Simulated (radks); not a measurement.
Dipole-allowed excitations along the series with 36 electrons in [Kr]. Calculated with a radial shooting solver on a logarithmic mesh with Libxc functionals: scalar-relativistic Kohn-Sham, LDA (Slater exchange, Perdew-Wang correlation), spin-unpolarised, spherical densities, finite nucleus; Fermi nuclear charge, rms radius of each element as measured or else 0.836 A^(1/3) + 0.57 fm. Time-dependent linear response with the Hartree and adiabatic LDA kernel, continuum included through the Sternheimer equations, no spin-orbit coupling, so fine structure and intercombination lines are absent. Lines are the poles of the dipole polarisability below minus the highest occupied eigenvalue, found on a grid refined at the orbital gaps; the lowest seven at most are given, and weak or close lines can be missed. The first line takes the name of the lowest orbital gap if no other gap lies below it; otherwise a line is named after a gap within 0.6 % of it, if that gap stands alone.

| species | -e(HOMO) (eV) | lowest orbital gap (eV) | first line (eV) | f | static alpha (bohr^3) |
|---|---|---|---|---|---|
| Te16+ | 451.55 | 4p-4d 82.094 | 101.98 (4p-4d) | 4.29 | 0.3466 |
| I17+ | 495.04 | 4p-4d 86.361 | 107.07 (4p-4d) | 4.19 | 0.3071 |
| Xe18+ | 540.35 | 4p-4d 90.678 | 112.19 (4p-4d) | 4.10 | 0.2734 |
| Cs19+ | 587.48 | 4p-4d 95.050 | 117.36 (4p-4d) | 4.01 | 0.2444 |
| Ba20+ | 636.43 | 4p-4d 99.480 | 122.59 (4p-4d) | 3.93 | 0.2194 |
| La21+ | 687.20 | 4p-4d 103.97 | 127.87 (4p-4d) | 3.85 | 0.1976 |
